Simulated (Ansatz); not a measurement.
Cost and result up the ladder for BiH2(NMe2) (C₂H₈BiN) (12 atoms). The state is a singlet with charge 0. Geometry: PBE-D4/def2-SVP.

Cartesian coordinates in Å:
```
Bi -0.8289 -1.9745 -0.4904
H -2.3814 -1.2207 0.1612
H -1.3020 -1.4121 -2.1557
N 0.4703 -0.2084 -0.2146
C -0.1004 1.0616 -0.6154
C 1.0733 -0.1500 1.1043
H -0.9330 1.4299 0.0431
H -0.4929 1.0071 -1.6509
H 0.6926 1.8473 -0.5989
H 1.5042 -1.1332 1.3888
H 1.9160 0.5817 1.0984
H 0.3823 0.1713 1.9302
```

Ansatz on 4 threads of Intel Xeon on a shared host. Times are rough, and most runs start from the orbitals of an earlier one. CAM-B3LYP-D4/def2-TZVP serves as the yardstick here, not as an exact answer. Differences are given only for rows in sets of like size (and for xTB, whose basis is part of the method), since another set adds its own error. Binding counts from free atoms at the same level (Bi quartet, H doublet, N quartet, C triplet; other spins of the atoms weren't run), without zero-point energy or a counterpoise term.

In the def2 sets Bi takes a core potential; there is no spin–orbit coupling. Correlated methods freeze 7 core orbitals; core or outer-core shells of Bi are correlated, in sets that lack core-valence functions.

Correlated methods converge slowly with the basis.

```tsv
level	functions	binding energy per atom (eV)	difference from CAM-B3LYP-D4/def2-TZVP (eV)
PBE0-D4/def2-TZVP	191	3.36	-0.03
r2SCAN0-D4/def2-TZVP (with forces)	191	3.28	-0.10
B97M-V/def2-TZVP	191	3.39	0.01
CCSD(T)/def2-TZVP	191	3.21	-0.17
revPBE-D4/def2-TZVP	191	3.36	-0.02
BLYP-D4/def2-TZVP	191	3.40	0.02
r2SCANh-D4/def2-TZVP	191	3.32	-0.07
CAM-B3LYP-D4/def2-TZVP	191	3.38	0.00
r2SCAN-D4/def2-TZVP	191	3.34	-0.04
PBE0-D4/def2-SVP	108	3.37	–
PBE-D4/def2-TZVP	191	3.44	0.06
PBE-D4/def2-SVP	108	3.45	–
```

(1) Estimate how long each takes.

## Answers

(1) PBE-D4/def2-SVP 2.2 s; PBE0-D4/def2-SVP 2.8 s; revPBE-D4/def2-TZVP 3.2 s; PBE-D4/def2-TZVP 3.7 s; BLYP-D4/def2-TZVP 3.7 s; PBE0-D4/def2-TZVP 5.5 s; r2SCAN-D4/def2-TZVP 6 s; CAM-B3LYP-D4/def2-TZVP 6 s; r2SCANh-D4/def2-TZVP 7.5 s; r2SCAN0-D4/def2-TZVP (with forces) 9.5 s; B97M-V/def2-TZVP 12 s; CCSD(T)/def2-TZVP 1.9 min. On shared hardware such times vary by a factor of up to 3.
